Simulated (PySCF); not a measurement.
## Orbital picture of AsSe⁺

PBE at R = 2.074 Å; basis As cc-pVDZ-PP with ECP10, Se cc-pVDZ-PP with ECP10; scalar-relativistic core potentials; PySCF 2.14. State: ¹Σ⁺ (singlet), closed shell. Only the outer orbitals are listed, counted within each symmetry, core potentials removing the inner ones.

| orbital | occ. | ε (eV) | on As (%) | main shells (%) |
| --- | --- | --- | --- | --- |
| 7σ | 2 | -26.07 | 32 | 63 Se s, 27 As s |
| 8σ | 2 | -20.80 | 62 | 61 As s, 30 Se s |
| 9σ | 2 | -14.72 | 50 | 47 Se p, 40 As p, 9 As s |
| 5π | 2 | -14.20 | 37 | 62 Se p, 36 As p |
| 5π | 2 | -14.20 | 37 | 62 Se p, 36 As p |
| 6π | 0 | -10.72 | 63 | 63 As p, 36 Se p |
| 6π | 0 | -10.72 | 63 | 63 As p, 36 Se p |
| 10σ | 0 | -6.43 | 62 | 57 As p, 38 Se p |

Task: Which are the highest filled and the lowest empty level, where do they sit, and how wide is the gap?

Result: Highest filled 5π at -14.20 eV (in %: 62 Se p, 36 As p); lowest empty 6π at -10.72 eV (in %: 63 As p, 36 Se p); the gap at PBE is 3.48 eV.

| Item | Value |
| --- | --- |
| bond order (Mayer) | 2.81 |
| ⟨S²⟩ | 0.000 |
| charge on As (Mulliken, basis-dependent) | 0.62 |
| charge on As (Löwdin, basis-dependent) | 0.59 |
| dipole moment (positive dipole points towards Se; it is taken about the centre of mass and depends on that origin) | -1.29 D |
| polarisability along the bond | 62.6 bohr³ |
| polarisability across the bond | 21.3 bohr³ |
